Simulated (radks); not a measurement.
Values are calculated unless marked as measured or tabulated.
Cd, configuration [Kr] 4d10 5s2.

Level of theory: non-relativistic Kohn-Sham, PBE, spin-polarised, spherical densities, point nucleus; relativity is left out, which matters for an element this heavy (a radial shooting solver on a logarithmic mesh with Libxc functionals).

Energy parts (hartree):
| part | energy |
|---|---|
| total | -5467.05158 |
| kinetic | 5464.79122 |
| electron-nucleus | -13014.99082 |
| Hartree | 2233.88139 |
| exchange-correlation | -150.73337 |

Orbitals (lengths in bohr, moments of r in powers of bohr; <r^-3> diverges for s and p1/2; r(90%) holds 90 % of the orbital's charge):
orbital	occ.	eigenvalue (hartree)	r(90%)	<r^4>	<r^-3>	<1/r>
1s	2	-942.5807	0.0564	4.577e-06	-	47.48
2s	2	-136.9562	0.211	0.0008349	-	10.82
2p	6	-127.6759	0.190	0.0005498	3555	10.82
3s	2	-25.41808	0.545	0.03773	-	3.867
3p	6	-21.64848	0.545	0.03722	632.9	3.785
3d	10	-14.67338	0.528	0.03285	99.49	3.637
4s	2	-3.60126	1.32	1.325	-	1.506
4p	6	-2.39505	1.44	1.867	106.8	1.391
4d	10	-0.46450	2.03	8.202	10.27	1.063
5s	2	-0.19399	4.62	196.7	-	0.4215

The highest occupied level is 5s at -5.279 eV. Summed over all electrons, <r^2> = 52.22 bohr^2, which gives a Langevin (diamagnetic) susceptibility term of -41.4 x 10^-6 cm^3/mol.
